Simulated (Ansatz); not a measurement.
Reaction (ligand exchange at the In–N bond): `C[N]([GeH3])[InH2]` + H₂S → `[SH][InH2]` + `C[NH][GeH3]`

Program: Ansatz. Geometries: PBE0-D4/def2-TZVP. ΔE: electronic, gas phase. CCSD(T)/CBS adds triple-zeta CCSD(T) − MP2 to the extrapolated MP2 energy (def2 sets, frozen cores). This one scheme is used for every species. DFT in def2-TZVPP. Elements past krypton have def2 core potentials. For Ge, In outer-core shells are correlated without core-valence functions, which leaves a few kJ/mol of doubt a bond. Scalar relativity is left out up to krypton.

CCSD(T)/CBS gives -62.9 kJ/mol.

Another level gave -73.7 kJ/mol. Which?
A. LC-ωPBE/def2-TZVPP
B. SCS-MP2/def2-TZVPP
C. PBE-D4/def2-TZVPP
D. r2SCAN0/def2-TZVPP

C. PBE-D4 -73.7, r2SCAN0 -82.6, SCS-MP2/def2-TZVPP -62.5, LC-ωPBE -78.4 kJ/mol.

What do rigid-rotor, harmonic-oscillator terms from PBE0-D4/def2-TZVP frequencies (298.15 K, 1 bar) make of the CCSD(T)/CBS value? (Best estimate.)

Ansatz gave: ΔZPE = +11.9 kJ/mol, ΔH = -53.8 kJ/mol, ΔS = 13 J/(mol·K), ΔG = -57.7 kJ/mol.

Largest T1 diagnostic among the species: 0.015.

Leaving LDA and LC-ωPBE aside and taking each functional with its dispersion term where it has one, the values, not all of them listed here, spread over 13.3 kJ/mol, from r2SCAN0-D4 to BLYP-D4. LDA lies +8.9 kJ/mol from PBE without D4. From BLYP to BHLYP (50 % exact exchange), in def2-TZVPP and without D4, ΔE moves by −8.1 kJ/mol. In def2-TZVPP, CCSD(T) changes the Hartree–Fock value by +31.3 kJ/mol (the triples alone add +4.4 kJ/mol) and MP2 by +33.1 kJ/mol.
